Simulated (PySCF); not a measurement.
C2H2F, SMILES C=[C]F, multiplicity 2. Atoms are numbered in the order given.

```xyz
5

C     -0.1191    -1.1975     0.0000
C      0.4279    -0.0072     0.0000
F     -0.1285     1.1799     0.0000
H     -1.1996    -1.3118     0.0000
H      0.5029    -2.0794     0.0000
```
Charge 0, spin multiplicity 2.

The structure is a stationary point at B3LYP-D3(BJ)/def2-TZVP. The isomer is the one that the SMILES or the coordinates give; other isomers of the formula were not compared.

All values below come from B3LYP-D3(BJ)/def2-TZVP run with PySCF 2.14.0.

No scaling factor is applied to the harmonic values.

Computed harmonic wavenumbers and intensities:
```json
[
 {"mode": "1", "ν (cm⁻¹)": "454", "IR (km/mol)": "0.6", "moving atoms (share of kinetic energy)": "C 41 %, H 35 %, F 24 %"},
 {"mode": "2", "ν (cm⁻¹)": "617", "IR (km/mol)": "0.0", "moving atoms (share of kinetic energy)": "H 65 %, C 29 %"},
 {"mode": "3", "ν (cm⁻¹)": "832", "IR (km/mol)": "60.0", "moving atoms (share of kinetic energy)": "H 77 %, C 23 %"},
 {"mode": "4", "ν (cm⁻¹)": "946", "IR (km/mol)": "38.2", "moving atoms (share of kinetic energy)": "H 46 %, C 29 %, F 25 %"},
 {"mode": "5", "ν (cm⁻¹)": "1155", "IR (km/mol)": "88.7", "moving atoms (share of kinetic energy)": "C 61 %, F 20 %, H 19 %"},
 {"mode": "6", "ν (cm⁻¹)": "1397", "IR (km/mol)": "7.3", "moving atoms (share of kinetic energy)": "H 86 %, C 12 %"},
 {"mode": "7", "ν (cm⁻¹)": "1707", "IR (km/mol)": "168.9", "moving atoms (share of kinetic energy)": "C 93 %"},
 {"mode": "8", "ν (cm⁻¹)": "3117", "IR (km/mol)": "1.6", "moving atoms (share of kinetic energy)": "H 94 %"},
 {"mode": "9", "ν (cm⁻¹)": "3244", "IR (km/mol)": "0.4", "moving atoms (share of kinetic energy)": "H 90 %, C 10 %"}
]
```
